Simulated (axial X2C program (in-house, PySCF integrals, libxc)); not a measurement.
## SbTe⁻: from the spin-free to the two-component result

All values were computed with an axial X2C code built on PySCF integrals. Spin-free means the one-electron spin-free X2C Hamiltonian; two-component (2c) means X2C with spin–orbit coupling and atomic mean-field two-electron Coulomb and Gaunt terms, so the difference of the two also holds small scalar two-electron terms. Basis: Te dyall-acv3z [12s13p9d5f1g], Sb dyall-acv3z [12s13p9d5f1g] (cores contracted in-house); Gaussian nuclei, density fitting, unrestricted open shells. Masses: Te 129.906 u, Sb 120.904 u.

Spin-free state: M_S = 1, Λ = 0 (beyond evenly filled blocks: π+α, π-α); fragments Te- + Sb.

```json
{"level": "PBE0", "Re (Å)": "2.639", "ωe (cm⁻¹)": "224.3", "De (eV)": "2.743", "μ (D)": "0.62"}
{"level": "PW91", "Re (Å)": "2.671", "ωe (cm⁻¹)": "211.0", "De (eV)": "2.998", "μ (D)": "0.30"}
```

Dipoles are positive if Sb is the positive end and refer to the centre of mass.

Two-component determinant lowest at the distance of the search:

Ω = 1 (⟨Sz⟩ = 0.99, ⟨Lz⟩ = 0.01 at PBE0); fragments Te- + Sb.

| level | Re (Å) | ωe (cm⁻¹) | De (eV) | μ (D) |
| --- | --- | --- | --- | --- |
| PBE0 | 2.645 | 220.5 | 2.554 | 0.57 |
| PW91 | 2.677 | 207.6 | 2.793 | 0.26 |

From the two tables, how do the constants change at the PBE0 level (2c against spin-free)?

At the PBE0 level Re rises by 0.006 Å and ωe decreases by 3.8 cm⁻¹; De changes by -0.189 eV.

The state is a single determinant with fixed occupations, the lowest that a limited PBE0 search found. De is counted from the lowest determinant-based energies of the atoms at the same level, without counterpoise correction. Density functionals use the spin component along the axis (collinear). Other states lie close and PBE0, whose exact exchange favours high spin, may order them wrongly; the determinant shown need not be the ground state. The nearest other spin-free determinant of the search, M_S = 0, Λ = 2, lies 0.53 eV up at the distance of the search. Without a current term, density functionals place determinants with orbital angular momentum somewhat too high. With several unpaired electrons one determinant need not be a pure state. Open-shell Ω = 0 determinants with evenly filled partner blocks cannot be reached by this program, so the Ω shown need not be the lowest component. This is the Ω = 1 component of a π² triplet; the 0⁺ component is not one determinant and can lie lowest. The highest occupied level of some functionals is positive through self-interaction error; at Hartree–Fock it is bound.
